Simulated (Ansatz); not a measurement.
Ca20⁻ (relaxed from a model of Ca20 flat piece, whose bonding it doesn't keep). Total charge -1; doublet. Geometry PBE/def2-SVP; atoms count from 1.

```xyz
20

Ca    5.2521    0.7511    2.1470
Ca    2.0441    2.1972    0.9445
Ca    5.2548   -2.9239    2.6266
Ca    1.8706   -1.1905    3.3684
Ca    2.2084   -4.7034    1.4740
Ca    4.7737    1.7163   -1.5406
Ca    1.1376    0.6854   -2.4796
Ca    3.0988   -1.4181   -0.0745
Ca   -0.2437   -3.2480   -1.1860
Ca   -1.0067   -3.6428    2.6640
Ca    1.9529    4.3280   -2.3681
Ca   -1.2202    3.1898   -0.7277
Ca   -0.5927   -0.3339    0.7418
Ca   -4.0444    1.3694    0.8980
Ca   -2.2566   -0.3193    3.8804
Ca   -1.1500    3.1178   -4.3803
Ca   -4.5499    3.0591   -2.5052
Ca   -2.5525   -0.0385   -2.3948
Ca   -6.2424   -0.3197   -1.6305
Ca   -3.7337   -2.2762    0.5425
```

Single mean-field runs in def2-TZVP are fitted with def2-universal-jkfit. The charge -1 doublet is spin-contaminated (final ⟨S²⟩ up to 2.22, 0.75 for a pure state). The geometry of the doublet was relaxed on an unsound state (⟨S²⟩ 1.50, where a pure state has 0.75).

Q: Estimate the Mulliken populations from the PBE0/def2-TZVP orbitals of Ansatz.

A: 
```csv
atom,charge (e),spin (α − β)
Ca1,-0.12,-0.19
Ca2,0.07,0.02
Ca3,-0.25,-0.06
Ca4,-0.04,0.10
Ca5,-0.14,0.48
Ca6,-0.17,0.08
Ca7,0.23,0.01
Ca8,0.21,-0.05
Ca9,-0.10,-0.01
Ca10,-0.08,0.17
Ca11,-0.14,0.24
Ca12,0.01,0.03
Ca13,-0.27,0.01
Ca14,-0.05,0.16
Ca15,-0.09,0.08
Ca16,-0.17,0.07
Ca17,-0.11,-0.15
Ca18,0.34,0.24
Ca19,-0.26,-0.04
Ca20,0.15,-0.19
```
Mulliken values and Mayer orders depend strongly on the basis.

Q: Where does the spin sit?

A: Summed by element: Ca 1.00, of 1 unpaired in all. Largest on single atoms: Ca5 0.48, Ca11 0.24, Ca18 0.24.

Q: And the Mayer bond orders between bonded heavy atoms (over 0.3)?

A: Ca1–Ca2 0.42 (3.72 Å); Ca1–Ca3 0.62 (3.71 Å); Ca1–Ca6 0.55 (3.84 Å); Ca2–Ca6 0.33 (3.72 Å); Ca2–Ca11 0.34 (3.94 Å); Ca3–Ca4 0.38 (3.87 Å); Ca3–Ca5 0.60 (3.71 Å); Ca3–Ca8 0.36 (3.77 Å); Ca4–Ca10 0.39 (3.85 Å); Ca4–Ca15 0.37 (4.25 Å); Ca5–Ca9 0.54 (3.90 Å); Ca5–Ca10 0.62 (3.59 Å); Ca6–Ca7 0.35 (3.89 Å); Ca6–Ca8 0.31 (3.84 Å); Ca6–Ca11 0.48 (3.93 Å); Ca7–Ca11 0.31 (3.73 Å); Ca7–Ca16 0.37 (3.84 Å); Ca9–Ca13 0.34 (3.51 Å); Ca10–Ca15 0.39 (3.75 Å); Ca10–Ca20 0.33 (3.72 Å); Ca11–Ca12 0.39 (3.75 Å); Ca11–Ca16 0.55 (3.89 Å); Ca12–Ca14 0.32 (3.73 Å); Ca12–Ca16 0.36 (3.65 Å); Ca12–Ca17 0.41 (3.78 Å); Ca13–Ca15 0.37 (3.55 Å); Ca13–Ca20 0.42 (3.70 Å); Ca14–Ca15 0.53 (3.87 Å); Ca14–Ca17 0.38 (3.83 Å); Ca14–Ca19 0.42 (3.75 Å); Ca16–Ca17 0.56 (3.88 Å); Ca17–Ca19 0.52 (3.88 Å); Ca18–Ca19 0.35 (3.78 Å); Ca19–Ca20 0.54 (3.85 Å).
